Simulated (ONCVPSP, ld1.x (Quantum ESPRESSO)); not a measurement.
## Potentials for oxygen compared

Generated with ld1.x 7.5 (TM, RRKJ, ultrasoft, PAW), atompaw 4.2 or ONCVPSP 4.0.1. The cutoff is in Ry: for ld1.x and atompaw files where the sum of valence levels is converged to 10 mRy in a Bessel basis, for ONCV files where the hardest occupied wave has 1 mHa per electron of residual kinetic energy. The error is the largest all-electron minus pseudo excitation energy over each file’s own four to seven test configurations (ionisations up to +4, promotions, holes and added fractions of an electron), all of which were solved. The labels leave out finer settings (local radius, basis sizes, second energies), which also bear on the numbers. Spin-polarised tests are not counted. The rows are a selection from randomly drawn settings: files with unsolved tests, undetermined cutoffs or missed reference levels are left out.

A true bound ghost makes a file unfit for plane-wave use even where its test errors are small: the radial tests pick states by their node count and pass the ghost by.

```csv
potential,cutoff (Ry),largest error (meV),bound ghosts
"ONCV, PBEsol, scalar-relativistic, rc 0.75/1.50 (sp), local smoothed, core correction yes, reference 2s2 2p3, qcut 11.1/10.9, projectors 1/3",87,+332,none
"ONCV, LDA (Perdew-Zunger), scalar-relativistic, rc 0.75/2.10 (sp), local smoothed, core correction no, reference 2s2 2p4, qcut 11.3/5.8, projectors 2/2",86,+4653,none
"ONCV, LDA (Perdew-Wang 92), scalar-relativistic, rc 0.90/1.40/1.35 (spd), local smoothed, core correction no, reference 2s1.75 2p4.25, qcut 9.2/10.7/6.7, projectors 2/1/2",76,+138,none
"ONCV, PBE, scalar-relativistic, rc 0.90/2.15 (sp), local s, core correction yes, reference 2s2 2p4, qcut 7.4/7.4, projectors 0/1",251,+3102,none
"ONCV, PBE, scalar-relativistic, rc 0.90/1.85 (sp), local smoothed, core correction yes, reference 2s2 2p4, qcut 10.8/7.1, projectors 1/2",80,+6177,none
"ONCV, LDA (Perdew-Zunger), scalar-relativistic, rc 0.80/1.30/1.40 (spd), local smoothed, core correction yes, reference 2s2 2p4, qcut 8.4/9.3/5.9, projectors 1/2/2",83,+569,none
"TM, PBEsol, scalar-relativistic, rc 0.65/1.30 (sp), local p, core correction yes, reference 2s2 2p3.5",140,+285,none
```

Question: Fill in the row for O: ONCV, PBE, non-relativistic, rc 0.85/1.25 (sp), local smoothed, core correction yes, reference 2s2 2p4, qcut 6.9/13.2, projectors 2/2.

Answer: cutoff 248 Ry, largest error +863 meV, bound ghosts: none.

Question: Fill in the row for O: ONCV, PBEsol, non-relativistic, rc 0.85/1.80/1.90 (spd), local smoothed, core correction yes, reference 2s2 2p3, qcut 7.6/7.7/5.1, projectors 3/1/2.

Answer: cutoff 149 Ry, largest error +871 meV, bound ghosts: s.
